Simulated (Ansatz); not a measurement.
Relaxation of CH7NOSi (11 atoms, charge 0, multiplicity 1), to a largest force component of 0.02 eV/Å in at most 40 steps.

Theory: RKS PBE0-D4/def2-SVP in Ansatz 0.2.0.

```xyz
11
Properties=species:S:1:pos:R:3
Si 0.000 0.000 0.000
N 0.000 0.000 1.820
H -0.877 -0.271 2.350
H 0.877 0.271 2.350
H 1.377 0.000 -0.486
O -0.791 1.371 -0.559
C -2.151 1.418 -0.965
H -2.769 0.822 -0.261
H -2.502 2.471 -0.964
H -2.247 0.998 -1.988
H -0.688 -1.191 -0.486
```

Problem. Where does it end, and by what steps?

Solution. The run converged. After 14 steps the energy has fallen by 0.440 eV; H8 moved furthest, 0.86 Å.

| step | energy less start (eV) | largest force component (eV/Å) | accepted |
| --- | --- | --- | --- |
| 0 | 0.0000 | 2.738 | yes |
| 1 | -0.3109 | 1.457 | yes |
| 2 | -0.3801 | 0.283 | yes |
| 3 | -0.3916 | 0.161 | yes |
| 4 | -0.3892 | 0.723 | no |
| 5 | -0.4020 | 0.103 | yes |
| 6 | -0.4102 | 0.154 | yes |
| 7 | -0.4219 | 0.100 | yes |
| 8 | -0.4221 | 0.404 | yes |
| 9 | -0.4331 | 0.097 | yes |
| 10 | -0.4367 | 0.053 | yes |
| 11 | -0.4381 | 0.139 | yes |
| 12 | -0.4391 | 0.036 | yes |
| 13 | -0.4393 | 0.059 | yes |
| 14 | -0.4395 | 0.013 | yes |

```xyz
11
Properties=species:S:1:pos:R:3
Si 0.084 -0.023 -0.067
N -0.148 -0.121 1.633
H -0.910 -0.649 2.040
H 0.213 0.576 2.272
H 1.520 0.201 -0.375
O -0.674 1.257 -0.826
C -2.059 1.442 -0.812
H -2.466 1.465 0.217
H -2.298 2.404 -1.291
H -2.591 0.646 -1.367
H -0.443 -1.311 -0.615
```

Whether the end is a true minimum wasn't checked by a vibrational analysis.

Run time: 49 s on 1 thread of Intel(R) Xeon(R) Platinum 8488C (Sapphire Rapids), with other jobs on the host, peak memory 0.2 GiB.
